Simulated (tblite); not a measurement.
Species: C7H11B2Cl.
Numbering: `[BH2:1][C:2]1=[CH:3][C@@:4]2([Cl:5])[CH2:6][CH2:7][C@@H:8]1[C@H:9]2[BH2:10]` (hydrogens: H11, H12 on B1; H13 on C3; H14, H15 on C6; H16, H17 on C7; H18 on C8; H19 on C9; H20, H21 on B10)

Computed with GFN2-xTB (tblite), gas phase: L-BFGS steps from a force-field or distance-geometry start until the largest atomic force falls under 0.01 eV/Å.

Step 0: E = -750.4793 eV
```
atom  x, y, z in Å  |  force x, y, z in eV/Å
B1      2.4829   -0.1239   -1.2487   -0.658   0.060   0.272
C2      1.0559   -0.1963   -0.5916    1.817   0.379  -0.546
C3      0.2904   -1.2870   -0.5247   -0.908   0.182   0.171
C4     -0.9528   -0.8643    0.2316   -0.070  -0.974   0.394
Cl5    -2.3730   -1.9293    0.0104    0.261   0.207   0.086
C6     -0.5339   -0.6974    1.7128    0.377  -0.004   0.416
C7      0.3802    0.5613    1.6421    0.207  -0.002   0.720
C8      0.3448    0.9198    0.1469    0.081   0.376  -0.078
C9     -1.1086    0.5806   -0.1882   -1.321   0.944  -1.149
B10    -1.5407    0.8484   -1.7220    0.278   0.097   0.305
H11     2.9351   -1.0724   -1.7777   -0.118   0.175   0.119
H12     3.0782    0.8882   -1.2206   -0.038  -0.148   0.003
H13     0.4880   -2.2518   -0.9575   -0.121   0.011   0.237
H14    -1.4094   -0.5048    2.3592    0.355  -0.239  -0.364
H15     0.0209   -1.5759    2.0964   -0.415   0.381  -0.185
H16     1.4118    0.3381    2.0008   -0.678   0.228  -0.247
H17    -0.0432    1.3899    2.2583    0.383  -0.557  -0.423
H18     0.6677    1.9405   -0.1098   -0.023  -0.421   0.198
H19    -1.8377    1.1445    0.4578    0.599  -0.473  -0.322
H20    -1.8131   -0.0497   -2.4309    0.005   0.204   0.147
H21    -1.5523    1.9585   -2.1450   -0.013  -0.426   0.249
```

Step 1: E = -750.5968 eV
```
atom  x, y, z in Å  |  force x, y, z in eV/Å
B1      2.4735   -0.1231   -1.2448    0.035   0.065  -0.044
C2      1.0818   -0.1909   -0.5994   -0.187  -0.336   0.144
C3      0.2774   -1.2844   -0.5223    0.178   0.765  -0.081
C4     -0.9538   -0.8782    0.2372   -0.075   0.007   0.128
Cl5    -2.3693   -1.9264    0.0117    0.139   0.059   0.100
C6     -0.5285   -0.6974    1.7188    0.214   0.194   0.087
C7      0.3832    0.5612    1.6524   -0.113  -0.135  -0.041
C8      0.3460    0.9252    0.1458   -0.085  -0.174  -0.093
C9     -1.1275    0.5941   -0.2047   -0.130  -0.075  -0.415
B10    -1.5367    0.8497   -1.7176    0.102   0.039  -0.039
H11     2.9335   -1.0699   -1.7760   -0.145   0.186   0.128
H12     3.0776    0.8861   -1.2206   -0.054  -0.148   0.008
H13     0.4862   -2.2516   -0.9541   -0.170   0.093   0.268
H14    -1.4043   -0.5082    2.3540    0.204  -0.185  -0.221
H15     0.0150   -1.5705    2.0937   -0.199   0.109  -0.038
H16     1.4022    0.3413    1.9973   -0.266   0.137  -0.102
H17    -0.0377    1.3819    2.2523    0.219  -0.259  -0.162
H18     0.6673    1.9345   -0.1070    0.064  -0.082   0.147
H19    -1.8292    1.1377    0.4532    0.248  -0.187  -0.103
H20    -1.8130   -0.0468   -2.4288    0.028   0.199   0.147
H21    -1.5524    1.9524   -2.1415   -0.005  -0.272   0.182
```

Step 2: E = -750.6207 eV
```
atom  x, y, z in Å  |  force x, y, z in eV/Å
B1      2.4725   -0.1219   -1.2449    0.029   0.038  -0.032
C2      1.0832   -0.1954   -0.5984    0.022   0.251   0.153
C3      0.2781   -1.2716   -0.5232   -0.111  -0.147  -0.120
C4     -0.9552   -0.8805    0.2402   -0.009   0.255   0.001
Cl5    -2.3664   -1.9249    0.0135    0.101  -0.001   0.100
C6     -0.5242   -0.6943    1.7212    0.064   0.123  -0.091
C7      0.3818    0.5591    1.6535   -0.125  -0.106  -0.265
C8      0.3448    0.9233    0.1441   -0.107  -0.160  -0.073
C9     -1.1328    0.5952   -0.2141    0.169  -0.268  -0.055
B10    -1.5344    0.8506   -1.7175    0.041  -0.030  -0.107
H11     2.9308   -1.0665   -1.7737   -0.110   0.120   0.084
H12     3.0767    0.8834   -1.2204   -0.026  -0.076   0.014
H13     0.4832   -2.2501   -0.9492   -0.188   0.272   0.318
H14    -1.4002   -0.5118    2.3496    0.088  -0.126  -0.110
H15     0.0107   -1.5678    2.0927   -0.086  -0.006   0.013
H16     1.3962    0.3441    1.9951   -0.077   0.082  -0.057
H17    -0.0333    1.3764    2.2487    0.112  -0.092  -0.047
H18     0.6683    1.9321   -0.1042    0.067  -0.057   0.127
H19    -1.8237    1.1336    0.4507    0.131  -0.087  -0.056
H20    -1.8126   -0.0431   -2.4261    0.015   0.132   0.084
H21    -1.5526    1.9470   -2.1379    0.000  -0.115   0.119
```

Step 3: E = -750.6351 eV
```
atom  x, y, z in Å  |  force x, y, z in eV/Å
B1      2.4720   -0.1206   -1.2453   -0.022   0.049   0.018
C2      1.0857   -0.1926   -0.5956   -0.085   0.090   0.086
C3      0.2757   -1.2681   -0.5256   -0.060   0.015   0.007
C4     -0.9560   -0.8776    0.2420    0.054   0.177  -0.113
Cl5    -2.3630   -1.9241    0.0162    0.057  -0.032   0.102
C6     -0.5206   -0.6906    1.7210   -0.044  -0.033  -0.165
C7      0.3791    0.5561    1.6497   -0.031  -0.013  -0.239
C8      0.3423    0.9198    0.1419   -0.035   0.006  -0.063
C9     -1.1333    0.5916   -0.2206    0.201  -0.195   0.106
B10    -1.5323    0.8505   -1.7192    0.031  -0.078  -0.047
H11     2.9275   -1.0625   -1.7709   -0.070   0.030   0.030
H12     3.0757    0.8806   -1.2201    0.020   0.007   0.013
H13     0.4782   -2.2444   -0.9409   -0.136   0.091   0.214
H14    -1.3963   -0.5160    2.3452   -0.016  -0.063  -0.023
H15     0.0068   -1.5663    2.0923   -0.016  -0.052   0.017
H16     1.3915    0.3471    1.9928    0.023   0.038  -0.055
H17    -0.0288    1.3716    2.2457    0.029   0.010   0.000
H18     0.6700    1.9297   -0.1003    0.038  -0.064   0.114
H19    -1.8182    1.1296    0.4483    0.074  -0.040  -0.052
H20    -1.8121   -0.0387   -2.4231   -0.016   0.025  -0.013
H21    -1.5526    1.9420   -2.1339    0.004   0.034   0.060
```

Problem. Estimate the geometry and energy of step 4. (The exact step hangs on the optimiser's Hessian estimate; all steps are aligned on step 3, rigid shifts and turns removed.)

Solution. E = -750.6426 eV, largest force 0.179 eV/Å
```
atom  x, y, z in Å  |  force x, y, z in eV/Å
B1      2.4709   -0.1188   -1.2449   -0.060   0.039   0.052
C2      1.0856   -0.1906   -0.5928   -0.028   0.047  -0.009
C3      0.2733   -1.2637   -0.5264   -0.023   0.006   0.045
C4     -0.9554   -0.8736    0.2409    0.024   0.014  -0.096
Cl5    -2.3599   -1.9242    0.0198    0.032  -0.041   0.088
C6     -0.5194   -0.6894    1.7179   -0.071  -0.105  -0.127
C7      0.3773    0.5544    1.6437    0.035   0.048  -0.088
C8      0.3405    0.9185    0.1394    0.020   0.051  -0.020
C9     -1.1306    0.5866   -0.2228    0.093  -0.002   0.063
B10    -1.5304    0.8490   -1.7206    0.040  -0.055   0.033
H11     2.9242   -1.0598   -1.7688   -0.050  -0.017   0.001
H12     3.0756    0.8792   -1.2197    0.043   0.057   0.014
H13     0.4729   -2.2402   -0.9323   -0.093  -0.022   0.145
H14    -1.3944   -0.5196    2.3421   -0.058  -0.024   0.001
H15     0.0042   -1.5663    2.0922    0.013  -0.057  -0.007
H16     1.3889    0.3496    1.9902    0.058   0.008  -0.072
H17    -0.0256    1.3689    2.2439   -0.012   0.035  -0.006
H18     0.6715    1.9268   -0.0959    0.033   0.002   0.073
H19    -1.8135    1.1264    0.4457    0.036  -0.015  -0.042
H20    -1.8122   -0.0359   -2.4218   -0.040  -0.058  -0.085
H21    -1.5526    1.9398   -2.1304    0.009   0.087   0.038
```

The energy changes by -0.0074 eV. The first-order estimate −F·Δx gives -0.0112 eV and the mean of the old and new forces, exact on a quadratic surface, -0.0074 eV. The step makes an angle of 39° with the force vector and moves no atom by more than 0.011 Å.

What follows is the cost of the whole relaxation. The run took 0.84 s wall on Arm Neoverse N1, one thread, no GPU, on a shared host.
